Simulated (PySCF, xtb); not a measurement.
CH4BIO, SMILES COBI.

Coordinates come from a PBE0-D3(BJ)/def2-SVP optimisation. The def2 effective core potentials stand for the cores of I; spin–orbit coupling is left out. The values are those of a single conformer.

Computed with C-PCM-M06-2X/def2-SVP (PySCF 2.14.0).

The values are the electrostatic part of the solvation free energy, E(continuum) − E(gas) at the gas-phase geometry, in a cavity of scaled van der Waals radii (PySCF's table); cavitation and dispersion terms are not included. In vacuum the orbital gap is 8.73 eV. The dipole moment in vacuum is 3.34 D.

Computed values in water (ε = 78.36), ethylethanoate (ε = 5.99), methanol (ε = 32.61):
```tsv
solvent	ε	ΔG(elec) (kcal/mol)	dipole (D)	gap (eV)
water	78.36	-3.3	4.14	9.08
ethylethanoate	5.99	-2.7	3.99	9.02
methanol	32.61	-3.3	4.13	9.08
```

For comparison, GFN2-xTB/ALPB(water) (xtb, at the GFN2-xTB geometry, all terms of that model) gives -3.5 kcal/mol.
